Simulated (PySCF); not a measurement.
**Ionisation energy of V(2+) by level of theory**

V(2+) [Ar] 3d3 (4F) → V(3+) [Ar] 3d2 (3F), as a difference of total energies. Computed with PySCF 2.14 in x2c-QZVPPall, with scalar relativity by spin-free X2C-1e. Correlated levels: valence: [Ar] frozen; valence and next inner shell: [Ne] frozen. The calculations carry no spin-orbit coupling.

| method | ionisation energy (eV) | plus first-order spin-orbit estimate | error of that sum (eV) |
| --- | --- | --- | --- |
| UHF | 28.173 | 28.164 | -1.147 |
| LDA | 30.092 | 30.083 | +0.772 |
| PBE | 29.843 | 29.834 | +0.523 |
| PBE0 | 29.663 | 29.655 | +0.344 |
| r2SCAN | 29.779 | 29.771 | +0.460 |
| TPSS | 29.514 | 29.506 | +0.195 |
| wB97X-V | 29.402 | 29.394 | +0.083 |
| HSE06 | 29.648 | 29.639 | +0.328 |
| CAM-B3LYP | 29.732 | 29.724 | +0.413 |
| MP2 (valence) | 28.570 | 28.561 | -0.750 |
| SCS-MP2 (valence) | 28.305 | 28.297 | -1.014 |
| MP2 (valence and next inner shell) | 29.197 | 29.189 | -0.122 |
| SCS-MP2 (valence and next inner shell) | 28.915 | 28.906 | -0.405 |

Reference: 29.311 eV (measured; NIST Atomic Spectra Database, ionization energies).

A first-order spin-orbit estimate (lowest level to lowest level, LS coupling) adds -0.009 eV.

Errors of the correlated levels include the incompleteness of this basis and the frozen core.
